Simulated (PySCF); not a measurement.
A structure optimised at B3LYP-D3(BJ)/def2-TZVP, used in a PySCF frequency run:

```
Se
F 1 1.7875
Se 1 2.2951 2 102.03
H 3 1.4798 1 97.76 2 87.94
```

Q: Write its SMILES and formula.

A: F[Se][SeH], FHSe2

Q: What are its rotational constants (standard atomic weights)?

A: 11.459, 1.9326, 1.6771 GHz
